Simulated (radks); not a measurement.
Values are calculated unless marked as measured or tabulated.
Neutral ruthenium, 44 electrons, occupied as [Kr] 4d7 5s1 (the NIST ground configuration). Level of theory: Dirac Kohn-Sham, relativistic LDA (MacDonald-Vosko exchange, VWN5 correlation), spin-unpolarised, spherical densities, finite nucleus; open shells are shared between the two j in proportion to 2j + 1; Fermi nuclear charge, rms radius 4.4809 fm (a radial shooting solver on a logarithmic mesh with Libxc functionals). Some entries of the table are withheld. Estimate them.

orbital  occ.  eigenvalue (hartree)  r(max) (bohr)
1s1/2       2                   (1)            (2)
2s1/2       2             -115.3447         0.1234
2p1/2       2             -106.7508        0.09563
2p3/2       4             -101.9801        0.09962
3s1/2       2             -20.30026         0.3628
3p1/2       2             -16.94157         0.3491
3p3/2       4             -16.13109         0.3587
3d3/2       4             -10.13600            (3)
3d5/2       6              -9.97735            (4)
4s1/2       2              -2.79898            (5)
4p1/2       2              -1.79266         0.9647
4p3/2       4              -1.66708         0.9900
4d3/2     2.8              -0.20630          1.208
4d5/2     4.2              -0.19438          1.221
5s1/2       1              -0.16512          2.722
5p1/2       0                   (6)          3.741
5p3/2       0                   (7)          3.889

Answer. 
(1) 1s1/2 eigenvalue (hartree): -801.3246
(2) 1s1/2 r(max) (bohr): 0.02180
(3) 3d3/2 r(max) (bohr): 0.2991
(4) 3d5/2 r(max) (bohr): 0.3019
(5) 4s1/2 r(max) (bohr): 0.9142
(6) 5p1/2 eigenvalue (hartree): -0.04088
(7) 5p3/2 eigenvalue (hartree): -0.03654
